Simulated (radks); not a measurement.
Isoelectronic series with 33 electrons, each ion in its NIST ground configuration. Calculated with a radial shooting solver on a logarithmic mesh with Libxc functionals: scalar-relativistic Kohn-Sham, PBEsol, spin-polarised, spherical densities, finite nucleus; open shells are filled with parallel spins first (spin-orbit coupling, left out, can overturn this in heavy ions); Fermi nuclear charge, rms radius of each element as measured or else 0.836 A^(1/3) + 0.57 fm. Total energies (hartree) and orbital eigenvalues (hartree) (* marks an orbital that is empty in some or all of the ions):

\begin{tabular}{lrrrrrrr}
ion & configuration & E (hartree) & 4p down* & 4p up & 4s down & 4s up & 3d down \\ \hline
As & [Ar] 3d10 4s2 4p3 & -2259.25403 & -0.13158 & -0.21713 & -0.47404 & -0.55897 & -1.47440 \\
Br2+ & [Ar] 3d10 4s2 4p3 & -2603.45836 & -0.96119 & -1.08137 & -1.46287 & -1.58220 & -3.31861 \\
Rb4+ & [Ar] 3d10 4s2 4p3 & -2974.81492 & -2.13348 & -2.28164 & -2.79466 & -2.94224 & -5.72320 \\
Nb8+ & [Ar] 3d10 4s2 4p3 & -3799.37669 & -5.35859 & -5.55583 & -6.35018 & -6.54760 & -12.02467 \\
Tc10+ & [Ar] 3d10 4s2 4p3 & -4252.93776 & -7.38668 & -7.60686 & -8.55295 & -8.77368 & -15.88744 \\
Rh12+ & [Ar] 3d10 4s2 4p3 & -4734.31848 & -9.68471 & -9.92726 & -11.03408 & -11.27753 & -20.21416 \\
Ag14+ & [Ar] 3d10 4s2 4p3 & -5243.78014 & -12.25027 & -12.51481 & -13.79271 & -14.05847 & -25.00057 \\
In16+ & [Ar] 3d10 4s2 4p3 & -5781.60615 & -15.08214 & -15.36842 & -16.82920 & -17.11698 & -30.24390 \\
Sb18+ & [Ar] 3d10 4s2 4p3 & -6348.10746 & -18.17985 & -18.48768 & -20.14476 & -20.45435 & -35.94234 \\
I20+ & [Ar] 3d10 4s2 4p3 & -6943.61789 & -21.54345 & -21.87270 & -23.74123 & -24.07246 & -42.09476 \\
Cs22+ & [Ar] 3d10 4s2 4p3 & -7568.4992 & -25.17339 & -25.52398 & -27.62098 & -27.97375 & -48.70046 \\
\end{tabular}
